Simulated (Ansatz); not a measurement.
Ansatz (a first-principles code) input (B3LYP-D3(BJ)/def2-TZVP):

Ansatz 0.2 input:
```yaml
crystal:
  periodic: [false, false, false]
  atoms:
    - {symbol: Hg, position_ang: [-0.00000000, -0.00000000, -0.39797072]}
    - {symbol: Cl, position_ang: [0.00000000, 0.00000000, 1.87280339]}
basis:
  gaussian:
    orbitals: def2-TZVP
hamiltonian:
  xc: b3lyp
  dispersion: d3bj
total_charge: 1
phonons: {temperatures: {t_min: 298.15, t_max: 298.15, t_step: 100}}
```

Output:

```
Functional definition: B3LYP
integrals: 0.02 GiB planned
682 factors; their error is unknown
mean field: 0.20 GiB planned
mean field evaluation 1: about -16681.2314 eV, gradient 6.4e1 eV
mean field evaluation 2: about -16537.0023 eV, gradient 1.9e2 eV
mean field evaluation 4: about -16692.1223 eV, gradient 8.1e0 eV
mean field evaluation 8: about -16692.2755 eV, gradient 1.9e-2 eV
mean field evaluation 16: about -16692.3292 eV, gradient 7.0e-5 eV
mean field -16692.32918917 eV, -613.4317832350 hartree, gradient 7.0e-5 eV, S^2 0.000000; 0 other end points of the search recorded, 0 dependent functions left out
the calculation of the forces begins
reference -16692.32939318 eV, -613.4317907323 hartree; 18, 18 occupied and 62, 62 virtual orbitals, 682 factors
these checks for a lower state are left out or cut short: stability, starts, cluster_reference, orbital_swaps, neighbouring_geometries, increment
integrals: 0.02 GiB planned
682 factors; their error is unknown
mean field: 0.20 GiB planned
mean field -16692.32918918 eV, -613.4317832351 hartree, gradient 1.1e-6 eV, S^2 0.000000; 0 other end points of the search recorded, 0 dependent functions left out
the calculation of the forces begins
reference -16692.32939319 eV, -613.4317907324 hartree; 18, 18 occupied and 62, 62 virtual orbitals, 682 factors
these checks for a lower state are left out or cut short: stability, starts, cluster_reference, orbital_swaps, neighbouring_geometries, increment
integrals: 0.02 GiB planned
682 factors; their error is unknown
mean field: 0.20 GiB planned
mean field -16692.32918918 eV, -613.4317832351 hartree, gradient 1.1e-6 eV, S^2 0.000000; 0 other end points of the search recorded, 0 dependent functions left out
the calculation of the forces begins
reference -16692.32939319 eV, -613.4317907324 hartree; 18, 18 occupied and 62, 62 virtual orbitals, 682 factors
these checks for a lower state are left out or cut short: stability, starts, cluster_reference, orbital_swaps, neighbouring_geometries, increment
integrals: 0.02 GiB planned
682 factors; their error is unknown
mean field: 0.20 GiB planned
mean field evaluation 32: about -16692.3292 eV, gradient 8.0e-2 eV
mean field -16692.32918918 eV, -613.4317832351 hartree, gradient 1.1e-6 eV, S^2 0.000000; 0 other end points of the search recorded, 0 dependent functions left out
the calculation of the forces begins
reference -16692.32939319 eV, -613.4317907324 hartree; 18, 18 occupied and 62, 62 virtual orbitals, 682 factors
these checks for a lower state are left out or cut short: stability, starts, cluster_reference, orbital_swaps, neighbouring_geometries, increment
integrals: 0.02 GiB planned
682 factors; their error is unknown
mean field: 0.20 GiB planned
mean field -16692.32918918 eV, -613.4317832351 hartree, gradient 1.1e-6 eV, S^2 0.000000; 0 other end points of the search recorded, 0 dependent functions left out
the calculation of the forces begins
reference -16692.32939319 eV, -613.4317907324 hartree; 18, 18 occupied and 62, 62 virtual orbitals, 682 factors
these checks for a lower state are left out or cut short: stability, starts, cluster_reference, orbital_swaps, neighbouring_geometries, increment
integrals: 0.02 GiB planned
682 factors; their error is unknown
mean field: 0.20 GiB planned
mean field -16692.32913828 eV, -613.4317813647 hartree, gradient 2.7e-6 eV, S^2 0.000000; 0 other end points of the search recorded, 0 dependent functions left out
the calculation of the forces begins
reference -16692.32934226 eV, -613.4317888607 hartree; 18, 18 occupied and 62, 62 virtual orbitals, 682 factors
these checks for a lower state are left out or cut short: stability, starts, cluster_reference, orbital_swaps, neighbouring_geometries, increment
integrals: 0.02 GiB planned
682 factors; their error is unknown
mean field: 0.20 GiB planned
mean field -16692.32915309 eV, -613.4317819089 hartree, gradient 2.7e-6 eV, S^2 0.000000; 0 other end points of the search recorded, 0 dependent functions left out
the calculation of the forces begins
reference -16692.32935713 eV, -613.4317894075 hartree; 18, 18 occupied and 62, 62 virtual orbitals, 682 factors
these checks for a lower state are left out or cut short: stability, starts, cluster_reference, orbital_swaps, neighbouring_geometries, increment
integrals: 0.02 GiB planned
682 factors; their error is unknown
mean field: 0.20 GiB planned
mean field evaluation 64: about -16692.3292 eV, gradient 3.7e-5 eV
mean field -16692.32918918 eV, -613.4317832351 hartree, gradient 1.1e-6 eV, S^2 0.000000; 0 other end points of the search recorded, 0 dependent functions left out
the calculation of the forces begins
reference -16692.32939319 eV, -613.4317907324 hartree; 18, 18 occupied and 62, 62 virtual orbitals, 682 factors
these checks for a lower state are left out or cut short: stability, starts, cluster_reference, orbital_swaps, neighbouring_geometries, increment
integrals: 0.02 GiB planned
682 factors; their error is unknown
mean field: 0.20 GiB planned
mean field -16692.32918918 eV, -613.4317832351 hartree, gradient 1.1e-6 eV, S^2 0.000000; 0 other end points of the search recorded, 0 dependent functions left out
the calculation of the forces begins
reference -16692.32939319 eV, -613.4317907324 hartree; 18, 18 occupied and 62, 62 virtual orbitals, 682 factors
these checks for a lower state are left out or cut short: stability, starts, cluster_reference, orbital_swaps, neighbouring_geometries, increment
integrals: 0.02 GiB planned
682 factors; their error is unknown
mean field: 0.20 GiB planned
mean field -16692.32918918 eV, -613.4317832351 hartree, gradient 1.1e-6 eV, S^2 0.000000; 0 other end points of the search recorded, 0 dependent functions left out
the calculation of the forces begins
reference -16692.32939319 eV, -613.4317907324 hartree; 18, 18 occupied and 62, 62 virtual orbitals, 682 factors
these checks for a lower state are left out or cut short: stability, starts, cluster_reference, orbital_swaps, neighbouring_geometries, increment
integrals: 0.02 GiB planned
682 factors; their error is unknown
mean field: 0.20 GiB planned
mean field -16692.32918918 eV, -613.4317832351 hartree, gradient 1.1e-6 eV, S^2 0.000000; 0 other end points of the search recorded, 0 dependent functions left out
the calculation of the forces begins
reference -16692.32939319 eV, -613.4317907324 hartree; 18, 18 occupied and 62, 62 virtual orbitals, 682 factors
these checks for a lower state are left out or cut short: stability, starts, cluster_reference, orbital_swaps, neighbouring_geometries, increment
integrals: 0.02 GiB planned
682 factors; their error is unknown
mean field: 0.20 GiB planned
mean field evaluation 96: about -16692.3292 eV, gradient 2.7e-6 eV
mean field -16692.32915309 eV, -613.4317819089 hartree, gradient 2.7e-6 eV, S^2 0.000000; 0 other end points of the search recorded, 0 dependent functions left out
the calculation of the forces begins
reference -16692.32935713 eV, -613.4317894075 hartree; 18, 18 occupied and 62, 62 virtual orbitals, 682 factors
these checks for a lower state are left out or cut short: stability, starts, cluster_reference, orbital_swaps, neighbouring_geometries, increment
integrals: 0.02 GiB planned
682 factors; their error is unknown
mean field: 0.20 GiB planned
mean field -16692.32913828 eV, -613.4317813647 hartree, gradient 2.7e-6 eV, S^2 0.000000; 0 other end points of the search recorded, 0 dependent functions left out
the calculation of the forces begins
reference -16692.32934226 eV, -613.4317888607 hartree; 18, 18 occupied and 62, 62 virtual orbitals, 682 factors
Total energy: -16692.40419605 eV, -613.4345396868 hartree
Atom 0 at    -0.000000    -0.000000    -0.397971 Å, force    -0.000000     0.000000    -0.000014 eV/Å
Atom 1 at     0.000000     0.000000     1.872803 Å, force     0.000000    -0.000000     0.000014 eV/Å
Dipole moment:    -0.000000     0.000000    -0.476207 e Å
Vibrations: 354.55 cm⁻¹, zero-point energy 0.021979 eV
```
